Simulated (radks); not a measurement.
The numbers below are computed, except where a source is named.
The iridium ion Ir6+ is in [Xe] 4f14 5d(3/2: 3, 5/2: 0). Level of theory: Dirac Kohn-Sham, relativistic LDA (MacDonald-Vosko exchange, VWN5 correlation), spin-unpolarised, spherical densities, finite nucleus; Fermi nuclear charge, rms radius of each element as measured or else 0.836 A^(1/3) + 0.57 fm (a radial shooting solver on a logarithmic mesh with Libxc functionals). Sub-shells are occupied by j as written (lower j first in brackets). One electron is removed from 5p1/2, 5p3/2, 4f7/2, 5d3/2 in turn, with full relaxation. Which removal costs least, and what does each cost?

Answer. 5d3/2 89.436 eV; 5p3/2 138.37 eV; 5p1/2 153.49 eV; 4f7/2 157.98 eV. The 5d3/2 electron leaves first.
